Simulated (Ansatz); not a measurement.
Cost and result for the atomization energy of C3H8BFOS (`CC(C)OB(F)S`) (15 atoms, 14 bonds).

| atom | x (Å) | y (Å) | z (Å) |
| --- | --- | --- | --- |
| C1 | -1.201 | -1.368 | 0.042 |
| C2 | 0.081 | -0.576 | -0.057 |
| C3 | 0.558 | -0.401 | -1.481 |
| O4 | -0.173 | 0.717 | 0.516 |
| B5 | 0.780 | 1.413 | 1.157 |
| F6 | 2.014 | 0.928 | 1.314 |
| S7 | 0.452 | 3.056 | 1.853 |
| H8 | -1.523 | -1.457 | 1.081 |
| H9 | -1.058 | -2.372 | -0.362 |
| H10 | -1.996 | -0.877 | -0.524 |
| H11 | 0.863 | -1.067 | 0.531 |
| H12 | 1.487 | 0.172 | -1.514 |
| H13 | 0.742 | -1.374 | -1.941 |
| H14 | -0.196 | 0.124 | -2.072 |
| H15 | -0.830 | 3.082 | 1.456 |

The species carries charge 0 and has multiplicity 1. The geometry is a stationary point of PBE0-D4/def2-TZVP. It is one conformer, not always the lowest. Program: Ansatz. All runs use 2 threads of an AMD EPYC 7R13 on a shared host and a share of an NVIDIA H100 80 GB. Times are those of one run each, without the atoms' runs, and a repeat can differ threefold. Electronic energies, without spin–orbit coupling; frozen cores. CCSD(T)/CBS adds CCSD(T) − MP2 in def2-TZVPP to the MP2 limit, and its time is that of the two runs behind it. T1 = 0.012. B3LYP takes the VWN-RPA correlation (the form of Gaussian; ORCA's B3LYP/G).

CCSD(T)/CBS is a level of theory with its own doubt, some kJ/mol a heavy atom from the limit and from the frozen cores, so smaller differences don't rank the functionals.

| level | functions | wall time | atomization (kJ/mol) | difference from CCSD(T)/CBS | per bond |
| --- | --- | --- | --- | --- | --- |
| PBE0-D4/def2-TZVPP | 340 | 2.3 s | 6138.0 | 36.2 | 2.6 |
| PBE-D4/def2-TZVPP (with forces) | 340 | 2.8 s | 6242.0 | 140.2 | 10.0 |
| B3LYP-D4/def2-TZVPP (with forces) | 340 | 2.8 s | 6102.0 | 0.2 | 0.0 |
| r2SCAN-D4/def2-TZVPP (with forces) | 340 | 3.1 s | 6142.5 | 40.7 | 2.9 |
| B2PLYP/def2-TZVPP | 340 | 3.8 s | 6049.1 | -52.7 | -3.8 |
| ωB97X-V/def2-TZVPP | 340 | 5.5 s | 6120.3 | 18.5 | 1.3 |
| MP2/def2-QZVPP | 652 | 5.5 s | 6165.4 | 63.6 | 4.5 |
| ωB97M-V/def2-TZVPP (with forces) | 340 | 6.5 s | 6135.5 | 33.7 | 2.4 |
| CCSD(T)/def2-TZVPP | 340 | 14 s | 5961.8 | -140.0 | -10.0 |
| CCSD(T)/CBS(def2) | – | 19 s | 6101.8 | 0.0 | 0.0 |

In def2-TZVPP, CCSD(T) changes the Hartree–Fock value by +1395.4 kJ/mol (the triples alone add +86.6 kJ/mol) and MP2 by +1516.8 kJ/mol; breaking electron pairs costs correlation energy, which Hartree–Fock lacks. From PBE to PBE0 (25 % exact exchange), in def2-TZVPP and without D4, the atomization energy moves by −99.2 kJ/mol: exact exchange takes away binding that semilocal exchange gives to molecules. The D4 term adds +49.6 kJ/mol with B3LYP and +26.5 kJ/mol with PBE0; it sums over pairs of atoms, weighted by their polarisabilities, and B3LYP, whose exchange is more repulsive, gets the larger term.
